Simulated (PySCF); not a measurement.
Species: H9N3OSi3.
Bonds: O1–Si2, Si2–N3, N3–Si4, Si4–N5, N5–Si6, Si6–N7, Si2–N7. Hydrogens: H8 on O1; H9 on Si2; H10 on N3; H11, H12 on Si4; H13 on N5; H14, H15 on Si6; H16 on N7.

The same species was optimised twice, with GFN2-xTB and with PBE0-D3(BJ)/def2-SVP (PySCF), and the same property calculations (PySCF, gas phase) were run on both structures.

```tsv
coordinate	GFN2-xTB	PBE0-D3(BJ)/def2-SVP	change
O1–Si2 (Å)	1.629	1.665	+0.036
N3–Si4 (Å)	1.724	1.737	+0.013
Si6–N7 (Å)	1.724	1.735	+0.011
Si4–N5 (Å)	1.726	1.735	+0.009
N5–Si6 (Å)	1.726	1.734	+0.008
Si2–N7 (Å)	1.727	1.734	+0.007
Si2–N3 (Å)	1.727	1.733	+0.006
Si2–N7–Si6 (°)	127.1	131.5	+4.4
Si2–N3–Si4 (°)	127.6	130.7	+3.1
N3–Si2–N7 (°)	105.2	107.2	+2.0
O1–Si2–N7 (°)	111.1	110.2	-0.9
Si4–N5–Si6 (°)	128.9	129.6	+0.7
N3–Si4–N5 (°)	106.6	107.2	+0.6
O1–Si2–N3 (°)	111.2	111.3	+0.1
N5–Si6–N7 (°)	106.6	106.6	0.0
```

Rotational constants: A = 2128, B = 1327, C = 869.5 MHz (GFN2-xTB) against A = 2049, B = 1309, C = 859.1 MHz (PBE0-D3(BJ)/def2-SVP).

On the GFN2-xTB structure: lowest triplet, Tamm–Dancoff (eV) 6.34 [wB97X-D/def2-SVPD]; isotropic polarisability (au) 94.2 [wB97X-D/def2-SVPD]; HOMO (eV) -9.18 [wB97X-D/def2-SVPD]; LUMO (eV) 1.84 [wB97X-D/def2-SVPD]; dipole (D) 1.24 [wB97X-D/def2-SVPD]; HOMO (eV) -7.28 [PBE0/pcSseg-1]; LUMO (eV) 0.61 [PBE0/pcSseg-1]; dipole (D) 1.33 [PBE0/pcSseg-1]; GIAO shielding of O1 (ppm) 275.4 [PBE0/pcSseg-1]; GIAO shielding of Si2 (ppm) 391.2 [PBE0/pcSseg-1]; GIAO shielding of N3/N7 (mean) (ppm) 230.8 [PBE0/pcSseg-1]; GIAO shielding of Si4/Si6 (mean) (ppm) 383.3 [PBE0/pcSseg-1]; GIAO shielding of N5 (ppm) 254.0 [PBE0/pcSseg-1].

Task: What do these properties become on the PBE0-D3(BJ)/def2-SVP structure?

Result: 
```
                                    property              level  on GFN2-xTB  on PBE0-D3(BJ)/def2-SVP  change
           lowest triplet, Tamm–Dancoff (eV)  wB97X-D/def2-SVPD         6.34                     6.37   +0.03
               isotropic polarisability (au)  wB97X-D/def2-SVPD         94.2                     97.0    +2.8
                                   HOMO (eV)  wB97X-D/def2-SVPD        -9.18                    -9.29   -0.11
                                   LUMO (eV)  wB97X-D/def2-SVPD         1.84                     1.72   -0.12
                                  dipole (D)  wB97X-D/def2-SVPD         1.24                     1.09   -0.15
energy, GFN2-xTB geometry as zero (kcal/mol)  wB97X-D/def2-SVPD          0.0                     -3.1    -3.1
                                   HOMO (eV)      PBE0/pcSseg-1        -7.28                    -7.39   -0.11
                                   LUMO (eV)      PBE0/pcSseg-1         0.61                     0.58   -0.03
                                  dipole (D)      PBE0/pcSseg-1         1.33                     1.15   -0.18
energy, GFN2-xTB geometry as zero (kcal/mol)      PBE0/pcSseg-1          0.0                     -3.2    -3.2
                  GIAO shielding of O1 (ppm)      PBE0/pcSseg-1        275.4                    257.4   -18.0
                 GIAO shielding of Si2 (ppm)      PBE0/pcSseg-1        391.2                    389.2    -2.0
        GIAO shielding of N3/N7 (mean) (ppm)      PBE0/pcSseg-1        230.8                    226.3    -4.5
      GIAO shielding of Si4/Si6 (mean) (ppm)      PBE0/pcSseg-1        383.3                    386.0    +2.7
                  GIAO shielding of N5 (ppm)      PBE0/pcSseg-1        254.0                    250.7    -3.3
```

The heavy atoms differ by 0.159 Å rms after alignment. Among bonds between heavy atoms O1–Si2 changes most (+0.036 Å). Changes are differences of the printed values. Neither structure is proved a minimum here.

Note: wB97X-D ran without an empirical dispersion term, which enters the total energy and its gradient alone.
